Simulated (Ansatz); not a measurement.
Computed with Ansatz on PBE0-D4/def2-TZVP structures; ΔE is electronic, products minus reactants. CCSD(T)/CBS is the MP2 limit (def2-TZVPP, def2-QZVPP) plus CCSD(T) − MP2 in def2-TZVPP, frozen cores. This one scheme is used for every species. DFT in def2-TZVPP. B3LYP here is the variant with VWN-RPA as its local correlation; programs differ in this. One conformer a species, not always the lowest.

Reaction (formal exchange of groups at the Si–B bond): `B[SiH2]B` + CH₃SH → `B[SiH2]CS` + BH₃

Question: Is it downhill or uphill in electronic energy at CCSD(T)/CBS, and by how much? (Best estimate.)

Answer: The calculation gave: Nearly level: ΔE = -0.3 kcal/mol.

Question: What do these levels give: PBE-D4, revPBE-D4, B3LYP-D4, CAM-B3LYP-D4, ωB97X-V, B2PLYP, BLYP, CAM-B3LYP, HF/def2-SVP, CCSD/def2-SVP, HF/def2-QZVPP, MP2/def2-QZVPP? (Best estimate.)

Answer: Computed: PBE-D4 3.5, revPBE-D4 2.8, B3LYP-D4 0.4, CAM-B3LYP-D4 -0.4, ωB97X-V -0.2, B2PLYP 0.2, BLYP 3.1, CAM-B3LYP 0.5, HF/def2-SVP -1.0, CCSD/def2-SVP 0.9, HF/def2-QZVPP -1.7, MP2/def2-QZVPP -2.4 kcal/mol.

Largest T1 diagnostic among the species: 0.015.

The D4 term adds −1.4 kcal/mol with B3LYP and −0.8 kcal/mol with PBE0; it sums over pairs of atoms, weighted by their polarisabilities, and B3LYP, whose exchange is more repulsive, gets the larger term. From BLYP to BHLYP (50 % exact exchange), in def2-TZVPP and without D4, ΔE moves by −3.0 kcal/mol.
